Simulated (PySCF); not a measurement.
Working out the ionisation energy of Pd

Pd [Kr] 4d10 (1S) → Pd⁺ [Kr] 4d9 (2D). Computed with PySCF 2.14 in def2-SVP with the def2 core potential (28 electrons) (5s3p2d1f, 31 functions), with a scalar-relativistic core potential. Frozen: 4s2 4p6. Energies in hartree (1 hartree = 27.21139 eV):

| part | Pd (lower) | Pd⁺ (upper) |
| --- | --- | --- |
| UHF | -127.000351 | -126.769919 |
| MP2 opposite-spin | -0.139600 | -0.101118 |
| MP2 same-spin | -0.083420 | -0.062274 |

Question: What does Hartree-Fock give?

Answer: (-126.769919) − (-127.000351) = 0.230432 hartree = 6.270 eV.

Question: What do MP2 and SCS-MP2 (6/5 opposite-spin, 1/3 same-spin) give?

Answer: The opposite-spin parts differ by 1.047 eV and the same-spin parts by 0.575 eV. MP2: 6.270 + (1.047) + (0.575) = 7.892 eV. SCS-MP2: 6.270 + 1.2 × (1.047) + (0.575)/3 = 7.718 eV.

Measured between the centres of the two terms (NIST): 8.512 eV, so MP2 (valence) is off by -0.620 eV.

A double-zeta basis recovers only part of the correlation energy.

What remains against the reference includes basis incompleteness, the frozen core and correlation beyond second order.
